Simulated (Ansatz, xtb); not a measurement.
Species: ZnCl, charge 1, multiplicity 1. SMILES: [Cl][Zn+]
Geometry from a B3LYP-D3(BJ)/def2-TZVP (Ansatz, an electronic-structure program) optimisation:
```
Zn
Cl 1 2.0730
```
Charge +1, spin multiplicity 1.

Harmonic wavenumbers from GFN2-xTB (xtb, at its own minimum), cm⁻¹: 349.

### Question
Give the harmonic wavenumbers at B3LYP-D3(BJ)/def2-TZVP (Ansatz, finite differences of forces, unscaled).

### Answer
441 cm⁻¹. Zero-point energy 0.6 kcal/mol.

### Question
From these and the geometry, give the ideal-gas thermochemistry at 298.15 K and 1 atm (rigid rotor, harmonic oscillator).

### Answer
Point group C∞v, rotational symmetry number 1. Rotational constants 5.116, 5.116 GHz. S(trans) 39.74, S(rot) 16.10, S(vib) 0.82, S(elec, spin only) 0.00, S 56.7 cal/(mol K). H(298) - H(0) 2.24 kcal/mol; G - E(el) -14.0 kcal/mol.
